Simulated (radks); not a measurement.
The numbers below are computed, except where a source is named.
Q: The table gives one normalised radial function P(r) = r R(r) of N3+ in [He] 2s2 (r in bohr). Level of theory: scalar-relativistic Kohn-Sham, PBE, spin-unpolarised, spherical densities, point nucleus (a radial shooting solver on a logarithmic mesh with Libxc functionals).

r             P
0.009666  0.3192
0.01181   0.3840
0.01442   0.4603
0.01761   0.5497
0.02151   0.6531
0.02628   0.7714
0.03184   0.8988
0.03889   1.0449
0.0475    1.2018
0.05801   1.3642
0.07085   1.5243
0.08654   1.6709
0.1057    1.7895
0.1281    1.8618
0.1564    1.8773
0.1911    1.8179
0.2334    1.6765
0.285     1.4579
0.3482    1.1810
0.4252    0.8782
0.5152    0.5993
0.6293    0.3569
0.7686    0.1835
0.9388    0.0788
1.147     0.0271
1.401     0.0071
1.711     0.0013
2.073     0.0002
2.532     0.0000
3.092     0.0000
3.777     0.0000

Which n and l does it have? It may be an empty orbital.

A: n = 1, l = 0: the number of nodes gives n - l - 1 = 0, the rise at small r (about r^(l+1)) gives l, and the extent must fit the shell. The curve is that of 1s. 1s: eigenvalue -450.84 eV, 0 radial nodes, <r> = 0.229 bohr, 90 % of the charge inside 0.410 bohr.
